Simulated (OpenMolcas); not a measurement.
# Ni2+: input and output

Input:

```
&GATEWAY
Coord
1

Ni 0.0 0.0 0.0
Basis=ANO-L-VDZP
Group=XYZ
NoMove
AngMom=0.0 0.0 0.0
AMFI
&SEWARD
&RASSCF
FileOrb=start.orb
Symmetry=1
Spin=3
nActEl=8 0 0
Inactive=3 6
Ras2=5 0
CIRoot=10 10 1
SDav=10
CIMx=300
Iter=120 100
PrWF=0.3
OrbListing=Nothing
MaxOrb=0
Atom
>>> COPY $Project.JobIph JOB001
&RASSCF
FileOrb=start.orb
Symmetry=1
Spin=1
nActEl=8 0 0
Inactive=3 6
Ras2=5 0
CIRoot=15 15 1
SDav=15
CIMx=300
Iter=120 100
PrWF=0.3
OrbListing=Nothing
MaxOrb=0
Atom
CIOnly
>>> COPY $Project.JobIph JOB002
&RASSI
NrOfJobIphs=2 10 15
1 2 3 4 5 6 7 8 9 10
1 2 3 4 5 6 7 8 9 10 11 12 13 14 15
IphNames
JOB001
JOB002
EJob
SpinOrbit
DIPRint=1.0
SOCoupling=1000.0
Subsets=2
MEES
Property=10
'ANGMOM' 1 'ANGMOM' 2 'ANGMOM' 3 'MLTPL  1' 1 'MLTPL  1' 2 'MLTPL  1' 3
'AMFI' 1 'AMFI' 2 'AMFI' 3 'MLTPL  2' 6
SOProperty=3
'ANGMOM' 1 'ANGMOM' 2 'ANGMOM' 3
```

Launched by
```bash
OMP_NUM_THREADS=1 MOLCAS_MEM=2252 MOLCAS_PROJECT=a pymolcas a.inp > a.log  # once for each step of the input, in one work folder
```

A driver script runs the steps one by one and writes start.orb anew before each from the orbitals found so far, so a CI-only block uses the converged orbitals of the first block.

Output, cut to the results:

```
--- SEWARD ---
Basis set label: NI.ANO-L...5S4P2D1F.

      Electronic valence basis set:
      ------------------
      Associated Effective Charge  28.000000 au
      Associated Actual Charge     28.000000 au
      Nuclear Model: Point charge

      Shell  nPrim  nBasis  Cartesian Spherical Contaminant
         s      21       5        X
         p      15       4        X
         d      10       2                 X
         f       6       1                 X
                  Atomic mean-field integrals
--- RASSCF ---
Wave function specifications:
      -----------------------------

      Number of closed shell electrons          18
      Number of electrons in active shells       8
      Max number of holes in RAS1 space          0
      Max nr of electrons in RAS3 space          0
      Number of inactive orbitals                9
      Number of active orbitals                  5
      Number of secondary orbitals              20
      Spin quantum number                      1.0
      State symmetry                             1
Orbital specifications:
      -----------------------

      Symmetry species                           1   2
                                                ag  au
      Frozen orbitals                            0   0
      Inactive orbitals                          3   6
      Active orbitals                            5   0
      RAS1 orbitals                              0   0
      RAS2 orbitals                              5   0
      RAS3 orbitals                              0   0
      Secondary orbitals                         7  13
      Deleted orbitals                           0   0
      Number of basis functions                 15  19
      Number of CSFs                            10
      Number of root(s) required                10
      Iter CI   SX   CI       RASSCF       Energy    max ROT     max BLB   max BLB  Level Ln srch  Step   QN
          iter iter root      energy       change     param      element    value   shift minimum  type update
 Nr of preliminary CI iterations:   1
      Total energies have been shifted. Add                -1000.00 au
        1   1    1    0  -505.97341416    0.00E+00   0.00E+00    3   9 1 -8.46E-09   0.00   0.00    SX    NO
        2   1    1    0  -505.97341416    0.00E+00   0.00E+00    3   9 1 -8.46E-09   0.00   0.00    SX    NO
        3   1    1    0  -505.97341416   -2.50E-12   0.00E+00    3   9 1 -8.46E-09   0.00   0.00    SX    NO
        4   1    1    0  -505.97341416    9.09E-13   0.00E+00    3   9 1 -8.46E-09   0.00   0.00    SX    NO
      Convergence after  4 iterations
        5   1    1    0  -505.97341416    1.36E-12   0.00E+00    3   9 1 -8.46E-09   0.00   0.00    SX    NO
      Natural orbitals and occupation numbers for root  1
      sym 1:   1.211329   2.000000   1.788671   1.788671   1.211329
      Natural orbitals and occupation numbers for root  2
      sym 1:   2.000000   1.357327   1.642673   1.357327   1.642673
      Natural orbitals and occupation numbers for root  3
      sym 1:   1.054965   1.945035   1.054965   1.945035   2.000000
::    RASSCF root number  1 Total energy:  -1506.00037035
::    RASSCF root number  2 Total energy:  -1506.00037035
::    RASSCF root number  3 Total energy:  -1506.00037035
::    RASSCF root number  4 Total energy:  -1506.00037035
::    RASSCF root number  5 Total energy:  -1506.00037035
::    RASSCF root number  6 Total energy:  -1506.00037035
::    RASSCF root number  7 Total energy:  -1506.00037035
::    RASSCF root number  8 Total energy:  -1505.91051638
::    RASSCF root number  9 Total energy:  -1505.91051638
::    RASSCF root number 10 Total energy:  -1505.91051638
--- RASSCF ---
Wave function specifications:
      -----------------------------

      Number of closed shell electrons          18
      Number of electrons in active shells       8
      Max number of holes in RAS1 space          0
      Max nr of electrons in RAS3 space          0
      Number of inactive orbitals                9
      Number of active orbitals                  5
      Number of secondary orbitals              20
      Spin quantum number                      0.0
      State symmetry                             1
Orbital specifications:
      -----------------------

      Symmetry species                           1   2
                                                ag  au
      Frozen orbitals                            0   0
...
--- RASSI ---
SPIN-FREE ENERGIES:
  (Shifted by EMIN (a.u.) =      -1506.0003703546)

 SF State       Relative EMIN(au)   Rel lowest level(eV)    D:o, cm**(-1)      L_eff

     1             0.0000000000        0.0000000000              0.0000         3.0
     2             0.0000000000        0.0000000000              0.0000         3.0
     3             0.0000000000        0.0000000000              0.0000         3.0
     4             0.0000000000        0.0000000000              0.0000         3.0
     5             0.0000000000        0.0000000000              0.0000         3.0
     6             0.0000000000        0.0000000000              0.0000         3.0
     7             0.0000000000        0.0000000000              0.0000         3.0
    11             0.0740141725        2.0140282358          16244.2332         2.0
    12             0.0740141725        2.0140282358          16244.2332         2.0
    13             0.0740141725        2.0140282358          16244.2332         2.0
    14             0.0740141725        2.0140282358          16244.2332         2.0
    15             0.0740141725        2.0140282358          16244.2332         2.0
    10             0.0898539780        2.4450513023          19720.6687         1.0
     8             0.0898539780        2.4450513023          19720.6687         1.0
     9             0.0898539780        2.4450513023          19720.6687         1.0
    16             0.1159460289        3.1550521768          25447.2120         4.0
    17             0.1159460289        3.1550521768          25447.2120         4.0
    18             0.1159460289        3.1550521768          25447.2120         4.0
    19             0.1159460289        3.1550521768          25447.2120         4.0
    20             0.1159460289        3.1550521768          25447.2120         4.0
    21             0.1159460289        3.1550521768          25447.2120         4.0
...
```

Levels above the lowest, from the spin-orbit matrix, grouped by J:

```csv
Configuration,Term,J,E (eV),Measured (eV),g,Term weight %,Second
3d⁸,³F,4,0.0000,0.0000,1.250,100,
3d⁸,³F,3,0.1778,0.1687,1.084,100,
3d⁸,³F,2,0.2993,0.2814,0.668,99,
3d⁸,¹D,2,2.1193,1.7397,1.041,91,8 ³P
3d⁸,³P,2,2.5738,2.0658,1.458,91,8 ¹D
3d⁸,³P,1,2.6228,2.1050,1.501,100,
3d⁸,³P,0,2.6579,2.1363,,100,
3d⁸,¹G,4,3.2913,2.8651,1.000,100,
3d⁸,¹S,0,7.9253,6.5131,,100,
```

Against the 8 measured excited levels shown (Corliss and Sugar, J. Phys. Chem. Ref. Data 10, 197 (1981)) the mean absolute deviation is 3800 cm-1; the largest miss in energy is 3d⁸ ¹S₀: computed 7.9253, measured 6.5131 eV (+21.7 %).

Without dynamic correlation excited terms often stand tens of per cent too high (terms of higher spin than the ground term too low), and those without a measured partner can miss by more than the paired ones. Some levels mix across a computed gap that differs much from the measured one, so their mixing is not that of the real levels. Terms from blocks run as CI alone lack orbitals of their own. Measured partners are found by configuration, term and J. A level has none where our copy of the source lacks it or the pairing is in doubt (some pairs that miss far off the trend of their configuration count as doubtful), and it then counts in no deviation. Only configurations of the active space appear.

The RASSCF and RASSI steps took 7.1 s on 1 thread of Arm Neoverse V2, with other jobs on the host; the integral step is not counted.

The term weight is that of the spin-free term in the level, not the purity of its configuration.
